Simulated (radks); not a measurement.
Values are calculated unless marked as measured or tabulated.
Species: Cs48+. Configuration: [He] 2s2 2p3. Code: a radial shooting solver on a logarithmic mesh with Libxc functionals. Model: scalar-relativistic Kohn-Sham, PBEsol, spin-polarised, spherical densities, finite nucleus; open shells are filled with parallel spins first (spin-orbit coupling, left out, can overturn this in heavy ions); Fermi nuclear charge, rms radius 4.8041 fm. Some entries of the table are withheld. Estimate them.

orbital,occ.,eigenvalue (hartree),r(max) (bohr),<r^2> (bohr^2)
1s up,1,-1467.168,0.01678,0.0009211
1s down,1,-1465.701,0.01677,0.0009191
2s up,1,-339.5818,(1),0.01366
2s down,1,-337.1644,(2),0.01375
2p up,3,-321.9815,0.07381,0.01059
2p down,0,-319.0556,0.07405,0.01068
3s up,0,-143.2107,0.2420,0.07261
3s down,0,-142.5622,0.2428,0.07310
3p up,0,-137.8487,0.2303,0.06752
3p down,0,-137.1109,0.2313,0.06811

Answer. 
(1) 2s up r(max) (bohr): 0.09272
(2) 2s down r(max) (bohr): 0.09291
